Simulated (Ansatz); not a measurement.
CH₆BFGaN. The species carries charge 0 and has multiplicity 1. The bonds changed during the relaxation, so this is another structure than the one it started from.

Z-matrix (Å, degrees):
```
N
Ga 1 2.077
C 1 1.482 2 68.3
H 1 1.009 2 123.1 3 105.7
H 1 1.012 2 120.2 3 -104.2
H 2 1.554 1 108.8 3 109.5
H 2 1.558 1 108.4 3 -103.9
B 3 1.492 1 120.0 2 -95.2
H 3 1.083 1 114.1 2 103.4
F 8 1.351 3 119.0 1 0.4
H 8 1.198 3 123.0 1 178.2
```

(1) What are the harmonic wavenumbers in cm⁻¹ at PBE0-D4/def2-TZVP (Ansatz, finite differences of forces, unscaled)? (An estimate is asked.)

(2) Is this a minimum?

(3) Give the ideal-gas thermochemistry at 298.15 K and 1 bar (rigid rotor, harmonic oscillator; point group C1, symmetry number 1).

Results:

(1) The calculation gave: 94, 173, 240, 338, 359, 434, 493, 585, 594, 640, 712, 789, 842, 888, 933, 1050, 1074, 1143, 1294, 1440, 1610, 2001, 2025, 2623, 3216, 3540, 3647.

(2) Yes, all 27 modes are real.

(3) Zero-point energy 196.1 kJ/mol; H(298) − E = 216.5 kJ/mol; entropy 342.3 J/(mol·K), of which translation 169.7, rotation 113.3, vibration 59.3; G(298) − E = 114.4 kJ/mol. Modes under 100 cm⁻¹ are hindered rotations or soft bends, so the harmonic entropy is rough.
